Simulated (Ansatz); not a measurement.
This geometry of FH$_{4}$InO$_{2}$ (8 atoms, charge 0, multiplicity 1) is a first-order saddle point.

Method: RKS LDA/def2-SVP in Ansatz.

```xyz
8
Properties=species:S:1:pos:R:3
In -0.344 -0.101 -0.240
H 1.513 -0.677 0.387
O -0.328 0.505 -2.114
O -1.797 -1.062 0.679
H 1.378 0.194 0.839
F 0.686 1.217 1.088
H 0.485 1.024 -2.274
H -1.593 -1.100 1.635
```

(1) Which two structures does it join? (They come from a converged band through this point; their orientation in space is the band's.)

(2) How far does it lie above each of them?

Results:

(1) Bonds broken: In1–H2, H5–F6. Bonds formed: H2–H5. FH4InO2 becomes FH2InO2 + H2.

Image 0:

```xyz
8
Properties=species:S:1:pos:R:3
In -0.143 -0.319 -0.255
H 1.440 -0.882 0.261
O -0.490 0.621 -1.964
O -1.856 -0.809 0.609
H 1.521 0.602 1.145
F 0.882 1.313 1.218
H 0.345 0.804 -2.434
H -1.699 -1.330 1.419
```

Image 6:

```xyz
8
Properties=species:S:1:pos:R:3
In -0.519 0.143 -0.195
H 1.776 -0.851 0.458
O -0.221 0.394 -2.125
O -1.710 -1.163 0.674
H 1.639 -0.140 0.788
F 0.365 1.441 1.005
H 0.367 1.168 -2.242
H -1.697 -0.990 1.637
```

(2) 34.1 kJ/mol above the first and 31.1 kJ/mol above the second. This is the barrier of this one path; another mechanism may lie lower. The orbitals stay closed-shell, which can raise the energy where a bond breaks towards radicals; this wasn't checked here.

The run took 31 s on 2 threads of INTEL(R) XEON(R) PLATINUM 8581C CPU @ 2.10GHz (Emerald Rapids), with other jobs on the host, peak memory 0.14 GiB.
